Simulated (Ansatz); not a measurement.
Relaxation of CH$_{10}$O$_{2}$Si$_{3}$ (16 atoms, charge 0, multiplicity 1), to a largest force component of 0.02 eV/Å in at most 40 steps.

These are results of RKS BHLYP/6-31G in Ansatz 0.2.0, not measurements.

```xyz
16
Properties=species:S:1:pos:R:3
Si 0.000 0.000 0.000
H 0.000 0.000 1.460
O 1.584 0.000 -0.559
Si 2.491 -1.376 -0.887
H 1.660 -2.352 -1.586
H 3.632 -1.020 -1.725
H 2.969 -1.954 0.366
C -0.881 1.526 -0.623
H -1.933 1.272 -0.867
H -0.862 2.311 0.162
H -0.370 1.903 -1.534
O -0.791 -1.371 -0.559
Si -1.673 -2.433 0.398
H -1.263 -2.287 1.792
H -3.096 -2.132 0.276
H -1.426 -3.804 -0.040
```

Problem. Where does it end, and by what steps?

Solution. The forces met the threshold. The force dipped under the threshold on the way, but the program's further checks kept it going. Limits of this set-up: no polarisation functions. After 14 steps the energy has fallen by 0.797 eV; H10 moved furthest, 1.30 Å.

```
step  energy less start (eV)  largest force component (eV/Å)  accepted
   0                  0.0000                           1.968       yes
   1                 -0.3782                           0.551       yes
   2                 -0.5130                           0.581       yes
   3                 -0.6262                           0.330       yes
   4                 -0.6884                           0.422       yes
   5                 -0.7032                           0.807       yes
   6                 -0.7740                           0.191       yes
   7                 -0.7893                           0.087       yes
   8                 -0.7816                           0.511        no
   9                 -0.7944                           0.020       yes
  10                 -0.7950                           0.168       yes
  11                 -0.7882                           0.293        no
  12                 -0.7972                           0.004       yes
  13                 -0.7973                           0.010       yes
  14                 -0.7973                           0.016       yes
```

```xyz
16
Properties=species:S:1:pos:R:3
Si -0.038 0.064 0.325
H 0.268 0.513 1.711
O 1.384 -0.483 -0.355
Si 2.737 -1.244 -0.986
H 2.329 -2.297 -1.961
H 3.591 -0.240 -1.684
H 3.527 -1.882 0.107
C -0.747 1.432 -0.751
H -1.672 1.813 -0.329
H -0.041 2.253 -0.840
H -0.957 1.053 -1.748
O -1.148 -1.178 0.430
Si -2.084 -2.565 0.519
H -2.110 -3.076 1.921
H -3.478 -2.255 0.088
H -1.522 -3.624 -0.369
```

Run time: 2 min on 1 thread of Arm Neoverse V1 (shared host), peak memory 0.22 GiB.
